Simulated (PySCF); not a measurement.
**Molybdenum: a sound run and one with changed settings**

Sound run: Mo [Kr] 4d5 5s1, Mo⁺ [Kr] 4d5. Computed with PySCF 2.14 in aug-cc-pVDZ-PP with ECP28MDF (5s5p4d2f, 54 functions), with a scalar-relativistic core potential. The sound run starts from symmetry-adapted Hartree-Fock orbitals and uses a fine grid where one is needed.

A second run was set up differently.

```tsv
species	method	sound run (hartree)	changed run (hartree)	converged
Mo	UHF	-67.34420	-67.34420	yes
Mo	BP86	-67.95588	-68.61145	yes
Mo	r2SCAN	-67.92352	-68.66158	no
Mo⁺	UHF	-67.11429	-67.11429	yes
Mo⁺	BP86	-67.67457	-68.32854	yes
Mo⁺	r2SCAN	-67.64557	-68.38473	yes
```

Ionisation energy of Mo:

```tsv
method	sound run (eV)	changed run (eV)
UHF	6.256	6.256
BP86	7.655	7.698
```

(1) What was changed?
A. all electrons correlated in a valence basis
B. too few SCF iterations
C. level shift left on
D. radial grid too coarse

Answers

(1) D. It used radial step 0.8 in ln r (0.13 in the sound run). A coarse radial grid mis-integrates the density and the exchange-correlation energy, with errors of either sign; Hartree-Fock needs no grid.
